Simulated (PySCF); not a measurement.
# Orbital picture of PbBr⁺

TPSS at R = 2.521 Å; basis Pb def2-SVP with ECP60, Br def2-SVP; scalar-relativistic core potentials; PySCF 2.14. State: ¹Σ⁺ (singlet), closed shell. Only the outer orbitals are listed, counted within each symmetry, core potentials removing the inner ones.

| orbital | occ. | ε (eV) | on Pb (%) | main shells (%) |
| --- | --- | --- | --- | --- |
| 10σ | 2 | -24.68 | 11 | 88 Br s |
| 11σ | 2 | -19.11 | 85 | 85 Pb s |
| 12σ | 2 | -13.40 | 33 | 66 Br p, 24 Pb p |
| 6π | 2 | -12.82 | 11 | 89 Br p, 10 Pb p |
| 6π | 2 | -12.82 | 11 | 89 Br p, 10 Pb p |
| 7π | 0 | -9.35 | 90 | 90 Pb p, 10 Br p |
| 7π | 0 | -9.35 | 90 | 90 Pb p, 10 Br p |
| 13σ | 0 | -6.84 | 82 | 77 Pb p, 20 Br p |

Which are the highest filled and the lowest empty level, where do they sit, and how wide is the gap?

Highest filled 6π at -12.82 eV (in %: 89 Br p, 10 Pb p); lowest empty 7π at -9.35 eV (in %: 90 Pb p, 10 Br p); the gap at TPSS is 3.47 eV.

* bond order (Mayer): 1.52
* ⟨S²⟩: 0.000
* charge on Pb (Mulliken, basis-dependent): 1.06
* charge on Pb (Löwdin, basis-dependent): 0.88
* dipole moment (positive dipole points towards Br; it is taken about the centre of mass and depends on that origin): -3.40 D

These are scalar-relativistic numbers at best; spin–orbit coupling would shift them, the dissociation energy most.
